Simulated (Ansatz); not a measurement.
Ansatz (a quantum-chemistry and plane-wave program) input:

Ansatz 0.2 input:
```yaml
crystal:
  periodic: [false, false, false]
  atoms:
    - {symbol: Rh, position_ang: [-0.00000000, -0.00000000, -0.16824223]}
    - {symbol: B, position_ang: [0.00000000, 0.00000000, 1.51418011]}
basis:
  gaussian:
    orbitals: def2-TZVPD
hamiltonian:
  xc: {name: revPBE}
output: {forces: true}
```

### Question
Which total energy does the run end on?

### Answer
-135.40517 Eh (revPBE/def2-TZVPD). The basis has 77 functions.
